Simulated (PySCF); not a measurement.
GeI2, SMILES [Ge]([I])[I] (connectivity only; charge and spin as stated), neutral, multiplicity 1.

Geometry: PBE-D3(BJ)/def2-SVP. The isomer is the one that the SMILES or the coordinates give; other isomers of the formula were not compared. The def2 effective core potentials stand for the cores of I; spin–orbit coupling is left out.

Calculation: PBE-D3(BJ)/def2-SVP (PySCF).

Frequencies are harmonic and unscaled.

Computed normal modes with their intensities:
```tsv
mode	ν (cm⁻¹)	IR (km/mol)	moving atoms (share of kinetic energy)
1	71	0.1	I 84 %, Ge 16 %
2	225	11.6	Ge 62 %, I 38 %
3	227	58.1	Ge 68 %, I 32 %
```
